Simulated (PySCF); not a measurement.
Input for PySCF: R-BP86/LANL2DZ on HISe (SMILES [SeH]I), a point of a bond scan (R = 3.052 Å).

```python
from pyscf import gto, scf, dft, mp
from pyscf.data.elements import chemcore

mol = gto.M(
    atom='''
    Se   -0.90439192   -0.74056665    0.98809339
    H    -1.84024043   -1.18560364   -0.05946084
    I     0.91875534    0.74505379   -0.95691787
    ''',
    basis='lanl2dz',
    ecp={'I': 'lanl2dz', 'Se': 'lanl2dz'},
    charge=0, spin=0, verbose=3, max_memory=1800)
mf = dft.RKS(mol, xc='b88,p86')
mf.conv_tol = 1e-8
mf.max_cycle = 100
mf.kernel()
if not mf.converged:
    mf = mf.newton().run(mf.mo_coeff, mf.mo_occ)
```

It printed:

```
converged SCF energy = -21.2544278476416
```

Self-consistency was reached.

Cost: roughly 0.8 core-seconds.
